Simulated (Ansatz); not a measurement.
Basis-set extrapolation for C$_{3}$H$_{7}$BS (`B/C=C(\C)S`) (PBE0-D4/def2-TZVP geometry, frozen core, the Gaussian-basis code of Ansatz). Multiplicity 1, RHF reference.

```tsv
	def2-TZVPP	def2-QZVPP
HF	-539.926956	-539.944836
MP2 correlation	-0.777612	-0.830880
CCSD(T) correlation	-0.868682	not run
```

Energies in hartree. Use E(X) = E(∞) + A·exp(−7.88·√X) for Hartree–Fock and E(X) = E(∞) + B·X^(−2.97) for correlation, with X = 3 and 4, and add CCSD(T) minus MP2 of the smaller set to the MP2 limit.

**Question.** What is the CCSD(T) energy at the basis-set limit?

**Answer.** HF limit: -539.944836 + (-0.017880) × 0.13774 = -539.94730. MP2 limit: -0.830880 + (-0.053268) × 0.74074 = -0.87034. Higher-order term: -0.868682 − (-0.777612) = -0.09107. Total: -540.90871 hartree, 71.0 kcal/mol below CCSD(T)/def2-TZVPP.
